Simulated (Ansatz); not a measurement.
Molecule: CH3Zn (charge 0, doublet). SMILES of the parent species: [CH3][Zn]
Structure (B3LYP-D3(BJ)/def2-TZVP (Ansatz, a program for electronic structure) minimum search):
```
C
H 1 1.0892
H 1 1.0892 2 110.98
H 1 1.0892 2 110.98 3 -123.89
Zn 1 2.0683 2 107.92 4 -118.06
```
Charge 0, spin multiplicity 2.

Quantity: atomisation energy, in kcal/mol. Set-up: UHF or UKS for open shells; atomisation electronic, to ground-state atoms; non-relativistic; valence correlation only (noble-gas shells and the d and f shells of earlier blocks); no dispersion term unless named; no spin-orbit coupling; LANL2DZ with its own core potentials from Na on; 6-31G* and kin with 6d, 5d where marked. First-principles rows: single points at B3LYP-D3(BJ) geometries (Ansatz). The spin state of an ion or metal species was assumed, not searched.

```csv
level,program,atomisation energy (kcal/mol)
HF/LANL2DZ,Ansatz,239.4
SVWN5/6-31G* with LANL2DZ past Ar,Ansatz,366.7
PBE/def2-SVP,Ansatz,332.2
PBE/6-31G* with LANL2DZ past Ar,Ansatz,327.5
BLYP/6-31G* with LANL2DZ past Ar,Ansatz,317.4
B3LYP/LANL2DZ,Ansatz,318.2
B3LYP/def2-SVP,Ansatz,324.7
B3LYP/6-31G* with LANL2DZ past Ar,Ansatz,320.8
MP2/LANL2DZ,Ansatz,279.9
B3LYP/def2-TZVPD,Ansatz,322.7
wB97M-V/def2-TZVPD,Ansatz,325.1
```

No value to compare with is used here. The 9 habitual levels span 239.4 (HF/LANL2DZ) to 366.7 kcal/mol (SVWN5/6-31G* with LANL2DZ past Ar); wB97M-V/def2-TZVPD gives 325.1.

The levels are drawn from those run, B3LYP/6-31G* more often than the rest, none by its result; runs whose electronic state is in doubt are left out.
